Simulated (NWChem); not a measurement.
# Correlation energy of ClLi

```xyz
2

Li     0.0000     0.0000    -1.7006
Cl     0.0000     0.0000     0.3001
```
Charge 0, spin multiplicity 1.

The numbers come from NWChem runs, not from measurements. The geometry was optimised at B3LYP/def2-SVP, a minimum by its harmonic frequencies.

Basis set: 6-31G*. Each correlation energy counts from its own Hartree-Fock reference.

| method | correlation energy (mHa) | difference from CCSD(T) |
|---|---|---|
| CR-CCSD(T) | -150.9 | +0.4 |
| SCS-MP2 | -131.6 | +19.7 |
| CCSD+T(CCSD) | -151.4 | -0.1 |
| MP2 | -135.7 | +15.6 |
| CCSD | -148.4 | +2.9 |
| CR-CCSD[T] | -151.0 | +0.3 |
| CCSDT | -151.6 | -0.2 |
| CCSD(T) | -151.3 | 0.0 |

The values span 20.0 mHa, from CCSDT (lowest) to SCS-MP2 (highest). 

The correlated methods keep 5 core orbitals frozen. The Pople sets run with spherical d functions. The structure started from a generated list of species. Differences from the coupled-cluster row are differences between methods, not errors against experiment.
